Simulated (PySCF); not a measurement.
Ge²⁵⁺: ionisation energy

Ge²⁵⁺ [He] 2s2 2p3 [2p1/2^2 2p3/2^1, M_J = 3/2] → Ge²⁶⁺ [He] 2s2 2p2 [2p1/2^2, M_J = 0], as a difference of total energies. All numbers are calculated (PySCF 2.14, the two-component X2C-1e Hamiltonian, in an uncontracted even-tempered set (17 s from 7.8 bohr⁻², ratio 2.4; 12 p from 10 bohr⁻², ratio 2.4; 5 d from 38 bohr⁻², ratio 2.6; 4 f from 56 bohr⁻², ratio 2.6)). Correlated levels: nothing frozen; the 34 highest virtual spinors dropped. "Screened" scales the spin-orbit matrix elements by Boettger's factors to mimic the two-electron term; Breit and QED terms are absent.

```
                    method  ionisation energy (eV)
           GHF (spin-free)                  2599.8
          GMP2 (spin-free)                  2599.7
 GHF (screened spin-orbit)                  2579.0
GMP2 (screened spin-orbit)                  2577.4
```

For this ion Breit and QED terms and the two-electron picture change, all absent here, outweigh the correlation shift from GHF to GMP2.

The spin-free rows relax to the high-spin LS determinant and lack the spin-orbit shift.

The labels give the starting determinants; with spin-orbit coupling the two ends relaxed to ⟨J²⟩ = 3.76, ⟨L²⟩ = 0.81, ⟨S²⟩ = 2.79 and ⟨J²⟩ = 0.00, ⟨L²⟩ = 1.33, ⟨S²⟩ = 1.33.

For comparison: 2575 ± 19 eV (semi-empirical (NIST evaluation); NIST Atomic Spectra Database, ionization energies).
